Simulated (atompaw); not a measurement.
What the settings do to the PAW (atompaw) potential of Ir

Base potential:

```
Element                 : iridium
Generator               : atompaw 4.2.0.5
Type                    : PAW
Functional              : PBE
Relativity              : scalar-relativistic
Frozen core             : [Kr] 4d10 4f14
Valence charge          : 17
Reference configuration : 5s2 5p6 5d7 6s2 6p0
Partial waves           : 5s (bound): rc 1.45 bohr; 6s (bound): rc 1.70 bohr; 5p (bound): rc 1.25 bohr; 6p (bound, empty): rc 1.70 bohr; 5d (bound): rc 1.70 bohr; 5d channel at 0.65 Ry: rc 1.55 bohr
Local potential         : ultrasoft scheme with l = 3 at 0.5 Ry, radius 1.35 bohr
Core correction         : smooth core density matched at 1.70 bohr
Augmentation charge     : sinc compensation charge, radius 1.35 bohr; PAW radius 1.70 bohr; waves and projectors: custom polynom2 7 10 vanderbiltortho
```

All-electron outer shells of the reference configuration (PBE, scalar-relativistic, ld1.x):

| shell | level (eV) | outermost node (bohr) | outermost maximum (bohr) |
| --- | --- | --- | --- |
| 4d | -290.99 | 0.21 | 0.42 |
| 5s | -97.99 | 0.50 | 0.89 |
| 4f | -62.19 | – | 0.39 |
| 5p | -54.70 | 0.54 | 1.01 |
| 5d | -7.15 | 0.59 | 1.29 |
| 6s | -6.33 | 1.17 | 2.38 |
| 6p | -1.22 | 1.39 | 3.47 |

Cutoffs, loose and tight: the cutoffs (Ry, on a coarse ladder) from which the occupation-weighted sum of valence levels, in a spherical-Bessel basis at the reference potential, stays within 10 and 1 mRy of its value at 400 Ry. They see the waves, projectors and local potential, not the compensation charge or the core. A dash means not determined.

A true bound ghost makes a file unfit for plane-wave use even where its test errors are small: the radial tests pick states by their node count and pass the ghost by.

| change | outcome | cutoff, loose | cutoff, tight | bound ghosts |
| --- | --- | --- | --- | --- |
| base | generated | 80 Ry | 300 Ry | none |
| all radii scaled by about 0.76 (s 1.10, p 0.96, d 1.30 bohr); local potential ultrasoft scheme with l = 3 at 0.5 Ry, radius 1.04 bohr; augmentation sinc compensation charge, radius 1.04 bohr; PAW radius 1.30 bohr; waves and projectors: custom polynom2 7 10 vanderbiltortho; core correction smooth core density matched at 1.30 bohr | failed: atompaw: The overlap operator has at least one negative eigenvalue! | – | – | – |
| all radii scaled by about 0.84 (s 1.22, p 1.06, d 1.42 bohr); local potential ultrasoft scheme with l = 3 at 0.5 Ry, radius 1.14 bohr; augmentation sinc compensation charge, radius 1.14 bohr; PAW radius 1.42 bohr; waves and projectors: custom polynom2 7 10 vanderbiltortho; core correction smooth core density matched at 1.42 bohr | failed: atompaw: The overlap operator has at least one negative eigenvalue! | – | – | – |
| all radii scaled by about 0.92 (s 1.34, p 1.16, d 1.56 bohr); local potential ultrasoft scheme with l = 3 at 0.5 Ry, radius 1.24 bohr; augmentation sinc compensation charge, radius 1.24 bohr; PAW radius 1.56 bohr; waves and projectors: custom polynom2 7 10 vanderbiltortho; core correction smooth core density matched at 1.56 bohr | failed: atompaw: The overlap operator has at least one negative eigenvalue! | – | – | – |
| all radii scaled by about 1.26 (s 1.82, p 1.58, d 2.14 bohr); local potential ultrasoft scheme with l = 3 at 0.5 Ry, radius 1.70 bohr; augmentation sinc compensation charge, radius 1.70 bohr; PAW radius 2.14 bohr; waves and projectors: custom polynom2 7 10 vanderbiltortho; core correction smooth core density matched at 2.14 bohr | generated | 25 Ry | 160 Ry | s |

Problem. What comes out with this change to the base: all radii scaled by about 1.09 (s 1.58, p 1.36, d 1.86 bohr); local potential ultrasoft scheme with l = 3 at 0.5 Ry, radius 1.48 bohr; augmentation sinc compensation charge, radius 1.48 bohr; PAW radius 1.86 bohr; waves and projectors: custom polynom2 7 10 vanderbiltortho; core correction smooth core density matched at 1.86 bohr?

Solution. outcome: generated; cutoff, loose: 70 Ry; cutoff, tight: 260 Ry; bound ghosts: none.

Problem. What comes out with this change to the base: all radii scaled by about 1.20 (s 1.74, p 1.50, d 2.06 bohr); local potential ultrasoft scheme with l = 3 at 0.5 Ry, radius 1.62 bohr; augmentation sinc compensation charge, radius 1.62 bohr; PAW radius 2.06 bohr; waves and projectors: custom polynom2 7 10 vanderbiltortho; core correction smooth core density matched at 2.06 bohr?

Solution. outcome: generated; cutoff, loose: 35 Ry; cutoff, tight: 200 Ry; bound ghosts: none.

Reading the sweep of the scale of all radii (base = 1) (base included, trends over the rows without a ghost): Bound ghosts are found at 1.26. The generation fails at 0.76, 0.84, 0.92.
